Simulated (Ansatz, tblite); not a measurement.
Removing and adding an electron: the cluster CdB9 (the lowest doublet isomer of a short search). Total charge 0; doublet. Geometry: PBE-D4/def2-SVP. Ansatz, gas phase; energy differences of separate SCF runs; the oxidised species is a singlet (the triplet lies 1.96 eV higher at PBE0-D4/def2-TZVP); the reduced species is a singlet (the triplet lies 0.17 eV higher at PBE0-D4/def2-TZVP).

Cartesian coordinates in Å:
```
Cd -1.5103 1.7677 -1.8202
B -0.8690 -0.1942 -0.7753
B 1.6972 0.9639 0.2615
B -0.5781 -1.7961 -0.1053
B 1.5929 -0.1141 -0.8915
B 0.6557 1.2275 1.4032
B 0.5482 -1.2713 -1.0850
B -1.2929 -0.7881 0.8846
B -0.7190 0.4780 1.6199
B 0.4753 -0.2735 0.5080
```

In the def2 sets Cd takes a core potential; there is no spin–orbit coupling. The xTB rows come from tblite. The structure comes from a short search, and lower isomers may exist.

| level | −HOMO (eV) | vertical IE (eV) | −LUMO (eV) | vertical EA (eV) | HOMO–LUMO gap (eV) | IE − EA (eV) | remarks |
| --- | --- | --- | --- | --- | --- | --- | --- |
| GFN1-xTB | – | 10.27 | – | – | – | – | – |
| GFN2-xTB | – | 7.86 | – | 1.56 | – | 6.31 | – |
| PBE-D4/def2-TZVP | 4.49 | 6.88 | 3.70 | 1.71 | 0.79 | 5.18 | HOMO above zero (-1 singlet), restricted singlet, untested (-1 singlet) |
| B97M-V/def2-TZVP | 4.38 | 6.76 | 3.72 | 1.67 | 0.66 | 5.09 | HOMO above zero (-1 singlet), restricted singlet, untested (-1 singlet) |
| PBE0-D4/def2-TZVP | 5.25 | 6.91 | 2.87 | 1.53 | 2.38 | 5.38 | restricted singlet, untested (-1 singlet) |

Relaxing the oxidised species (PBE-D4/def2-SVP) changes its energy by -0.20 eV at PBE-D4/def2-TZVP, so the adiabatic ionisation energy to this nearest minimum is 6.69 eV. At PBE0-D4/def2-TZVP it is 6.59 eV.     A HOMO above zero means that the electron is unbound at that level or that self-interaction error raises the level; the energy of removing that electron tells which. HOMO and LUMO are the levels of the spin that leaves or enters (xTB has no such levels and no spin-polarisation term). Other spin states of the ions may lie lower, which would lower the ionisation energy or raise the affinity. Raw xTB energy differences between charge states are shifted by several eV; the methods need an empirical correction for them. Sets without diffuse functions give affinities that are too small.
